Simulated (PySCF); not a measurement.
B(OH)(OMe)(SiMe3), SMILES COB(O)[Si](C)(C)C (C₄H₁₃BO₂Si) (GFN2-xTB optimised geometry):

```
21

B      0.456    -0.050     0.000
O     -0.110    -1.280    -0.002
H      0.517    -2.008    -0.003
O      1.817    -0.050     0.000
C      2.635     1.086     0.003
H      3.236     1.088     0.916
H      3.303     1.040    -0.860
H      2.050     2.008    -0.042
Si    -0.791     1.503     0.000
C     -0.576     2.677     1.511
C     -2.617     0.933     0.036
C     -0.622     2.632    -1.551
H     -1.334     3.454     1.512
H     -0.666     2.134     2.448
H      0.392     3.170     1.515
H     -2.823     0.338     0.921
H     -2.850     0.315    -0.826
H     -3.303     1.774     0.036
H     -0.753     2.064    -2.467
H      0.350     3.114    -1.605
H     -1.372     3.417    -1.545
```

Level of theory: B3LYP/def2-SVP (PySCF).

**Question.** What are the frontier orbital energies and the dipole moment?

**Answer.** HOMO-2 -7.87 eV, HOMO-1 -7.83 eV, HOMO -7.36 eV, LUMO 0.14 eV, LUMO+1 1.23 eV; dipole moment 1.80 D.

On the same geometry PBE/def2-SVP in PySCF 2.14.0 gives HOMO-2 -6.74 eV, HOMO-1 -6.74 eV, HOMO -6.23 eV, LUMO -0.58 eV, LUMO+1 0.66 eV; dipole moment 1.74 D.

Meta-Löwdin charges at B3LYP/def2-SVP: B1 0.21, O2 -0.47, H3 0.32, O4 -0.37, C5 -0.06, H6 0.10, H7 0.10, H8 0.09, Si9 0.75, C10 -0.53, C11 -0.52, C12 -0.53, H13 0.10, H14 0.10, H15 0.10, H16 0.10, H17 0.10, H18 0.10, H19 0.10, H20 0.10, H21 0.10.
